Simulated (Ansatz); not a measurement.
Consider the redistribution: `C[Si@H](O)[Si@H](O)F` + `F[SiH2]CS` → `C[SiH2][SiH](O)F` + `OC(S)[SiH2]F`.

Gas-phase electronic energies from Ansatz, PBE0-D4/def2-TZVP geometries. CCSD(T)/CBS adds triple-zeta CCSD(T) − MP2 to the extrapolated MP2 energy (def2 sets, frozen cores). DFT in def2-TZVPP. B3LYP here is the variant with VWN-RPA as its local correlation; programs differ in this. One conformer a species, not always the lowest.

`C[Si@H](O)[Si@H](O)F`:

```xyz
13

C    -0.746   -1.302    1.528
Si   -0.584    0.292    0.587
O    -1.881    0.441   -0.428
Si    1.323    0.404   -0.786
O     0.746    1.193   -2.111
F     1.836   -1.058   -1.211
H    -0.709   -2.160    0.854
H     0.060   -1.401    2.259
H    -1.697   -1.326    2.067
H    -0.529    1.434    1.550
H    -1.717    0.918   -1.245
H     2.541    1.090   -0.271
H     1.357    1.476   -2.794
```

`F[SiH2]CS`:

Cartesian coordinates in Å:
```
F -0.321 1.403 1.331
Si -0.433 -0.154 0.964
C 0.542 -0.449 -0.595
S -0.031 0.630 -1.936
H 0.128 -0.914 2.110
H -1.863 -0.477 0.755
H 0.355 -1.471 -0.937
H 1.620 -0.350 -0.444
H 0.003 1.783 -1.248
```

`C[SiH2][SiH](O)F`:

```xyz
12

C    -0.607    0.564   -1.726
Si   -0.725   -0.750   -0.395
Si    0.463   -0.105    1.515
O     1.974    0.287    1.014
F    -0.237    1.185    2.171
H    -1.041    1.504   -1.378
H    -1.140    0.254   -2.627
H     0.437    0.747   -1.988
H    -0.159   -2.044   -0.871
H    -2.143   -0.994   -0.008
H     0.527   -1.103    2.618
H     2.650    0.454    1.674
```

`OC(S)[SiH2]F`:

Cartesian coordinates in Å:
```
O -0.720 0.894 1.256
C -0.197 0.684 -0.029
S 1.536 1.189 -0.229
Si -0.384 -1.132 -0.497
F 0.732 -1.975 0.284
H -0.478 1.782 1.543
H -0.711 1.292 -0.789
H 2.082 0.204 0.504
H -1.707 -1.660 -0.092
H -0.153 -1.278 -1.952
```

```csv
level,ΔE (kJ/mol)
PBE-D4,160.4
PBE,160.4
r2SCAN,173.1
B3LYP,171.9
HF/def2-TZVPP,183.0
HF/def2-QZVPP,184.0
HF/CBS(def2),184.2
MP2/CBS(def2),185.5
```

(1) What does CCSD(T)/CBS give? (An estimate is asked.)

Largest T1 diagnostic among the species: 0.012.

Results:

(1) Computed: +177.6 kJ/mol. The listed levels differ from it by -17.2, -17.2, -4.5, -5.7, 5.4, 6.4, 6.6, 7.9 kJ/mol.

From PBE to PBE0 (25 % exact exchange), in def2-TZVPP and without D4, ΔE moves by +7.3 kJ/mol.
